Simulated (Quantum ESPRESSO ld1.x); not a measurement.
The numbers below are computed, except where a source is named.
ld1.x (Quantum ESPRESSO 7.5) input

```
 &input
    atom='Ba',
    iswitch=1,
    rel=0,
    dft='REVPBE',
    config='[Ar] 3d2',
    prefix='ld1',
    max_out_wfc=37,
    file_charge='ld1.rho',
 /
```

Command: `OMP_NUM_THREADS=1 ld1.x < ld1.in > ld1.out`

Standard output:

```
     Program LD1 v.7.5 starts

     --------------------------- All-electron run ----------------------------

     atomic number is 56.00
     dft =REVPBE   lsd =0 sic =0 latt =0  beta=0.20 tr2=1.0E-14
     Exchange-correlation= REVPBE
                           (   1   4   4   4   0   0   0)
     mesh =1955 r(mesh) = 100.14792 a.u. xmin = -7.00 dx = 0.00800
     1 Ry =  13.60569312 eV

     n l     nl                  e(Ry)          e(Ha)          e(eV)
     1 0     1S 1( 2.00)     -2751.5084     -1375.7542    -37436.1783
     2 0     2S 1( 2.00)      -535.5571      -267.7786     -7286.6259
     2 1     2P 1( 6.00)      -514.1447      -257.0724     -6995.2956
     3 0     3S 1( 2.00)      -197.7545       -98.8772     -2690.5864
     3 1     3P 1( 6.00)      -189.3619       -94.6809     -2576.3997
     3 2     3D 1( 2.00)      -175.5018       -87.7509     -2387.8237

     final scf error:  5.8E-15 reached in  28 iterations

     Etot =  -13797.014411 Ry,   -6898.507205 Ha, -187717.944087 eV

     Ekin =   13795.064520 Ry,    6897.532260 Ha,  187691.414472 eV
     Encl =  -29667.570235 Ry,  -14833.785118 Ha, -403647.856329 eV
     Eh   =    2331.325033 Ry,    1165.662516 Ha,   31719.292968 eV
     Exc  =    -255.833728 Ry,    -127.916864 Ha,   -3480.795199 eV

     normalization and overlap integrals

     s(1S/1S) =  1.000000  <r> =   0.0271  <r2> =    0.0010  r(max) =   0.0180
     s(1S/2S) = -0.000000
     s(1S/3S) =  0.000000
     s(2S/2S) =  1.000000  <r> =   0.1154  <r2> =    0.0156  r(max) =   0.0989
     s(2S/3S) = -0.000000
     s(2P/2P) =  1.000000  <r> =   0.0981  <r2> =    0.0117  r(max) =   0.0772
     s(2P/3P) = -0.000000
     s(3S/3S) =  1.000000  <r> =   0.2837  <r2> =    0.0914  r(max) =   0.2668
     s(3P/3P) =  1.000000  <r> =   0.2709  <r2> =    0.0845  r(max) =   0.2522
     s(3D/3D) =  1.000000  <r> =   0.2371  <r2> =    0.0650  r(max) =   0.1984

     ------------------------ End of All-electron run ------------------------
```

Run on one thread of a shared host, so times are rough (Intel(R) Xeon(R) Processor @ 2.60GHz): 0.33 s of CPU time, 1.4 s wall, 28 iterations on 1955 mesh points.
